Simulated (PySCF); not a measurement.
## Two-component Hartree-Fock for Au⁴⁸⁺ (gold, charge +48)

Start: [Ar] 3d10 4s2 4p1; 4p3/2 filled at m_j = +3/2. Calculated with PySCF 2.14 in an even-tempered Gaussian basis (16 s from 6.8 bohr⁻², ratio 2.8; 13 p from 8.9 bohr⁻², ratio 2.8; 8 d from 16 bohr⁻², ratio 2.8; 4 f from 37 bohr⁻², ratio 3): generalised Hartree-Fock with the X2C-1e Hamiltonian and a Gaussian nucleus; one run each with spin-orbit coupling (SO) screened by Boettger's factors, then bare. This is a chosen level, not necessarily the ground level.

```json
{"spinor shell": "1s1/2", "electrons": "2", "ε, screened SO (eV)": "-83703.8", "ε, bare SO (eV)": "-83702.0", "weight of nominal j (bare SO)": "1.000", "rms radius, bare SO (bohr)": "0.0190"}
{"spinor shell": "2s1/2", "electrons": "2", "ε, screened SO (eV)": "-16979.7", "ε, bare SO (eV)": "-16979.1", "weight of nominal j (bare SO)": "1.000", "rms radius, bare SO (bohr)": "0.0767"}
{"spinor shell": "2p1/2", "electrons": "2", "ε, screened SO (eV)": "-16369.8", "ε, bare SO (eV)": "-16412.1", "weight of nominal j (bare SO)": "1.000", "rms radius, bare SO (bohr)": "0.0648"}
{"spinor shell": "2p3/2", "electrons": "4", "ε, screened SO (eV)": "-14523.1", "ε, bare SO (eV)": "-14510.2", "weight of nominal j (bare SO)": "1.000", "rms radius, bare SO (bohr)": "0.0730"}
{"spinor shell": "3s1/2", "electrons": "2", "ε, screened SO (eV)": "-5865.2", "ε, bare SO (eV)": "-5865.1", "weight of nominal j (bare SO)": "1.000", "rms radius, bare SO (bohr)": "0.194"}
{"spinor shell": "3p1/2", "electrons": "2", "ε, screened SO (eV)": "-5597.1", "ε, bare SO (eV)": "-5606.8", "weight of nominal j (bare SO)": "1.000", "rms radius, bare SO (bohr)": "0.184"}
{"spinor shell": "3p3/2", "electrons": "4", "ε, screened SO (eV)": "-5166.5", "ε, bare SO (eV)": "-5163.5", "weight of nominal j (bare SO)": "1.000", "rms radius, bare SO (bohr)": "0.200"}
{"spinor shell": "3d3/2", "electrons": "4", "ε, screened SO (eV)": "-4744.0", "ε, bare SO (eV)": "-4752.5", "weight of nominal j (bare SO)": "1.000", "rms radius, bare SO (bohr)": "0.173"}
{"spinor shell": "3d5/2", "electrons": "6", "ε, screened SO (eV)": "-4651.4", "ε, bare SO (eV)": "-4646.2", "weight of nominal j (bare SO)": "1.000", "rms radius, bare SO (bohr)": "0.178"}
{"spinor shell": "4s1/2", "electrons": "2", "ε, screened SO (eV)": "-2793.0", "ε, bare SO (eV)": "-2793.0", "weight of nominal j (bare SO)": "1.000", "rms radius, bare SO (bohr)": "0.404"}
{"spinor shell": "4p3/2", "electrons": "1", "ε, screened SO (eV)": "-2562.3", "ε, bare SO (eV)": "-2561.3", "weight of nominal j (bare SO)": "1.000", "rms radius, bare SO (bohr)": "0.407"}
```

| quantity | screened SO | bare SO |
| --- | --- | --- |
| E (hartree) | -17364.55045 | -17366.24255 |
| M_J | 3/2 | 3/2 |
| ⟨J²⟩ | 3.751 | 3.751 |
| ⟨L²⟩ | 2.078 | 2.084 |
| ⟨S²⟩ | 0.828 | 0.834 |

Each row is a mean over spinors that exchange with the open shell spreads, by up to 14.194 eV (4s1/2).

Breit and QED terms are absent; they matter most for the inner s and p1/2 levels.

Densities and radii are taken from the X2C orbitals without a picture-change correction, which distorts them close to the nucleus.
